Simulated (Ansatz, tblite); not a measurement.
Cost and result up the ladder for Be2S2⁻ (the lowest doublet isomer of a short search) (4 atoms). Charge -1, multiplicity 2. Geometry: PBE0-D4/def2-TZVPD.

```xyz
4

Be   -0.366    0.920   -0.272
Be    0.366   -0.920    0.272
S    -1.487   -0.416    0.597
S     1.487    0.416   -0.597
```

Ansatz on 4 threads of Arm Neoverse V2 on a shared host; xTB runs through tblite on one thread. Times are rough, summed over both states, and most runs start from the orbitals of an earlier one. CCSD(T)/def2-TZVPPD serves as the yardstick here, not as an exact answer. Differences are given only for rows in sets of like size (and for xTB, whose basis is part of the method), since another set adds its own error. The other state is a quartet at its own geometry, which has other bonds, so the gap mixes isomer and spin.

The xTB rows come from tblite. HSE06 is defined as in plane-wave codes, on full-range PBE exchange. Correlated methods freeze 10 core orbitals. The structure comes from a short search, and lower isomers may exist.

Correlated methods converge slowly with the basis.

xTB has no spin-polarisation term.

| level | functions | quartet − doublet (eV) | difference from CCSD(T)/def2-TZVPPD (eV) | remarks |
| --- | --- | --- | --- | --- |
| r2SCAN-D4/def2-TZVPD | 136 | 2.75 | -0.06 | HOMO above zero (doublet), HOMO above zero (quartet) |
| RPA@PBE/def2-TZVPD | 136 | 2.63 | -0.18 | – |
| CCSD(T)/def2-TZVPPD | 146 | 2.81 | 0.00 | – |
| HSE06-D4/def2-TZVPD | 136 | 2.78 | -0.03 | HOMO above zero (doublet), HOMO above zero (quartet) |
| MP2/def2-TZVPD | 136 | 2.93 | 0.11 | – |
| GFN1-xTB | 26 | 2.78 | -0.03 | – |
| PBE0-D4/def2-TZVPD (with forces) | 136 | 2.77 | -0.04 | HOMO above zero (quartet) |
| GFN2-xTB | 26 | 2.57 | -0.24 | – |
| r2SCANh-D4/def2-TZVPD | 136 | 2.75 | -0.06 | HOMO above zero (doublet), HOMO above zero (quartet) |
| r2SCAN0-D4/def2-TZVPD | 136 | 2.75 | -0.06 | HOMO above zero (quartet) |
| B97M-V/def2-TZVPD | 136 | 3.16 | 0.34 | HOMO above zero (doublet), HOMO above zero (quartet) |
| PBE-D4/def2-TZVPD | 136 | 2.77 | -0.05 | HOMO above zero (doublet), HOMO above zero (quartet) |
| B2PLYP/def2-TZVPD | 136 | 2.89 | 0.08 | – |
| HF/STO-3G | 28 | 1.92 | – | HOMO above zero (doublet), HOMO above zero (quartet), spin-contaminated (⟨S²⟩ 0.90) (doublet) |

(1) Estimate how long each takes.

Results:

(1) GFN1-xTB 0.004 s; GFN2-xTB 0.006 s; HF/STO-3G 0.25 s; MP2/def2-TZVPD 1.7 s; PBE-D4/def2-TZVPD 2.4 s; HSE06-D4/def2-TZVPD 3 s; PBE0-D4/def2-TZVPD (with forces) 3.1 s; RPA@PBE/def2-TZVPD 3.3 s; B2PLYP/def2-TZVPD 4 s; r2SCAN-D4/def2-TZVPD 5.5 s; r2SCANh-D4/def2-TZVPD 6.2 s; r2SCAN0-D4/def2-TZVPD 6.3 s; B97M-V/def2-TZVPD 7.8 s; CCSD(T)/def2-TZVPPD 17 s. On shared hardware such times vary by a factor of up to 3.
